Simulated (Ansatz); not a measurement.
CH5BSi, SMILES `[H]/B=C\[SiH3]` (charge 0, multiplicity 1).

Computed with BLYP/cc-pVTZ // B3LYP-D3(BJ)/def2-TZVP (Ansatz, a program for electronic structure).

Ansatz 0.2 input:
```yaml
crystal:
  periodic: [false, false, false]
  atoms:
    - { symbol: B, position_ang: [1.631074, -0.144911, -0.364724] }
    - { symbol: C, position_ang: [0.646672, 0.702027, 0.057849] }
    - { symbol: Si, position_ang: [-1.000262, -0.150911, 0.159828] }
    - { symbol: H, position_ang: [2.401723, -0.9446, -0.732058] }
    - { symbol: H, position_ang: [0.698519, 1.74819, 0.326263] }
    - { symbol: H, position_ang: [-1.542355, -0.124605, 1.540478] }
    - { symbol: H, position_ang: [-0.837702, -1.568159, -0.250733] }
    - { symbol: H, position_ang: [-1.997668, 0.482968, -0.736903] }
basis:
  gaussian: { orbitals: cc-pVTZ }
hamiltonian:
  xc: blyp
```

Output:

```
Functional definition: BLYP
951 factors; their error is unknown
mean field evaluation 1: about -9659.2615 eV, gradient 6.9e1 eV
mean field evaluation 2: about -9626.7256 eV, gradient 1.1e2 eV
mean field evaluation 4: about -9669.7287 eV, gradient 1.5e1 eV
mean field evaluation 8: about -9670.4319 eV, gradient 1.5e-1 eV
mean field evaluation 16: about -9670.3984 eV, gradient 5.2e-5 eV
mean field -9670.39837873 eV, -355.3805855869 hartree, gradient 5.2e-5 eV, S^2 0.000000; 0 other end points of the search recorded, 0 dependent functions left out
reference -9670.39872465 eV, -355.3805982991 hartree; 15, 15 occupied and 149, 149 virtual orbitals, 951 factors
Total energy: -9670.39872465 eV, -355.3805982991 hartree
```
